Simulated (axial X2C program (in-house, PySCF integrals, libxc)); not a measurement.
**Nuclear properties of CoP⁻**

Computed with an axial X2C code built on PySCF integrals: two-component X2C with atomic mean-field Coulomb and Gaunt terms, Gaussian nuclei, basis Co dyall-acv3z, P dyall-av3z with contracted cores.

R = 2.159 Å (near the PBE0 minimum at charge -1 of the determinant lowest at the starting distance; the state shown can have its own minimum elsewhere).

Input and command:
```json
{"zs": [27, 15], "q": -1, "bas": ["dyall-acv3z", "dyall-av3z"], "r0": 2.05, "levels": ["PBE0", "HF", "B3LYP", "BP86", "PBE"], "nst": 3}
```
```bash
python soeom.py task.json out
```

Keys: zs atomic numbers; q charge; bas basis sets; r0 starting distance in Å; levels methods; nst determinants followed.

Determinant lowest in the PBE0 search, Ω = 7/2 (⟨Sz⟩ = 1.50, ⟨Lz⟩ = 2.00 at PBE0), spin on the atoms Co 1.18, P 0.32:

```json
{"level": "PBE0", "Eeff magnitude (GV/cm)": "0.00773", "Ws magnitude Co (kHz)": "0.0173", "A∥/gI Co (MHz)": "403", "qzz Co (a.u.)": "-0.03", "A∥/gI P (MHz)": "-45.6", "qzz P (a.u.)": "0.71"}
{"level": "HF", "Eeff magnitude (GV/cm)": "0.88", "Ws magnitude Co (kHz)": "0.109", "A∥/gI Co (MHz)": "378", "qzz Co (a.u.)": "-1.62", "A∥/gI P (MHz)": "-63", "qzz P (a.u.)": "-0.79"}
{"level": "B3LYP", "Eeff magnitude (GV/cm)": "0.219", "Ws magnitude Co (kHz)": "0.00562", "A∥/gI Co (MHz)": "372", "qzz Co (a.u.)": "-0.04", "A∥/gI P (MHz)": "-39.7", "qzz P (a.u.)": "0.64"}
{"level": "BP86", "Eeff magnitude (GV/cm)": "0.234", "Ws magnitude Co (kHz)": "0.00886", "A∥/gI Co (MHz)": "322", "qzz Co (a.u.)": "-0.13", "A∥/gI P (MHz)": "-23.7", "qzz P (a.u.)": "0.22"}
{"level": "PBE", "Eeff magnitude (GV/cm)": "0.263", "Ws magnitude Co (kHz)": "0.0119", "A∥/gI Co (MHz)": "319", "qzz Co (a.u.)": "-0.13", "A∥/gI P (MHz)": "-25.5", "qzz P (a.u.)": "0.21"}
```

Eeff is the effective electric field on the electron electric dipole moment in this Ω state and Ws the scalar–pseudoscalar constant of the nucleus named (defined with the proton number Z and per Ω); A∥ (defined per Ω) follows by multiplying with gI = μI/(I μN); qzz is the electric field gradient, eQq0 = 234.96 MHz × Q/barn × qzz. The operators were transformed with the bare-nucleus X2C matrices; with these basis sets, hyperfine constants and field gradients can be off by tens of per cent, and where levels differ in sign neither size nor sign is settled.

**Question.** With gI(59Co) = 1.3220 (g factors from the IAEA table of nuclear moments by Stone), turn the PBE0 values of the first state into constants in MHz.

**Answer.** A∥(59Co) = 403 × 1.3220 = 533 MHz.

Each state is one determinant with collinear spin, which with several unpaired electrons need not be a pure state. Unrestricted Hartree–Fock can overshoot spin polarisation at the nuclei. In the state Ω = 7/2 the sign of Eeff differs between levels (HF against PBE0). For an anion, determinants above electron detachment, or with a positive highest level, are held by the basis set. With several open shells hyperfine constants can be off by a factor of several. Where Eeff spreads by more than a factor of two the levels disagree and none is to be relied on. States lie within half an eV, so the first need not be the ground state. The sign of Ws at Co differs between levels in the first state. Further determinants of the search, some of them spin-mixed, are not shown. Where a field gradient or hyperfine factor spreads by more than a factor of two over the levels, a constant derived from it is not to be relied on.
